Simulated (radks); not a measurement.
Dynamic dipole polarisability and lines of the europium ion Eu17+, [Kr] 4d10. Method: scalar-relativistic Kohn-Sham, LB94 model potential, spin-polarised, spherical densities, finite nucleus; Fermi nuclear charge, rms radius of each element as measured or else 0.836 A^(1/3) + 0.57 fm; computed with a radial shooting solver on a logarithmic mesh with Libxc functionals. Time-dependent linear response with the Hartree and adiabatic LDA kernel, continuum included through the Sternheimer equations, no spin-orbit coupling, so fine structure and intercombination lines are absent. Lines are the poles of the dipole polarisability below minus the highest occupied eigenvalue, found on a grid refined at the orbital gaps; the lowest seven at most are given, and weak or close lines can be missed. The first line takes the name of the lowest orbital gap if no other gap lies below it; otherwise a line is named after a gap within 0.6 % of it, if that gap stands alone.

photon energy (eV),alpha (bohr^3)
0,0.2237
42.705,0.2359
93.951,0.3001
145.20,0.6335
196.44,9.510
247.69,-0.1320
298.93,1.859
350.18,-0.02812
401.43,-0.02371
452.67,-0.03043
503.92,0.2050

Lines (eV, oscillator strength): 174.93 (7.088 nm, 4d-4f), f = 7.22; 196.59 (6.307 nm, unassigned), f = 0.775; 288.52 (4.297 nm, 4p-5s), f = 0.446; 299.36 (4.142 nm, unassigned), f = 0.677; 322.47 (3.845 nm, 4d-6p), f = 0.196; 372.66 (3.327 nm, unassigned), f = 0.0918; 374.77 (3.308 nm, unassigned), f = 0.661. Higher lines, where found, are left out when the end of the mesh affects them. Those listed give 91 % of the static polarisability (sum of f/w^2). Orbital energy gaps for comparison: 4d-4f 140.72 eV; 4d-5p 194.60 eV; 4p-5s 287.44 eV; 4d-5f 297.24 eV; 4d-6p 321.79 eV.
